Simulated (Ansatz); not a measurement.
A structure relaxed at r2SCAN-D4/def2-TZVP in Ansatz, charge 0, singlet:

Cartesian coordinates in Å:
```
Mo 0.137 -0.272 -1.199
Mo 0.319 -0.994 0.664
Si -0.456 1.265 0.535
```

**Question.** Give its formula and point group.

**Answer.** the cluster SiMo₂. Point group C2v (tolerance 0.1 Å).

**Question.** Summarise the bond lengths by kind (pairs closer than 1.2 times the sum of covalent radii, bridged metal pairs left out).

**Answer.** 2 × Mo–Si 2.39 Å; 1 × Mo–Mo 2.01 Å.

In the def2 sets Mo takes a core potential; there is no spin–orbit coupling. The restricted singlet is unstable: a solution with broken spin symmetry lies lower. The relaxation made no stability test and no search for a lower SCF solution. The structure comes from a short search, and lower isomers may exist.
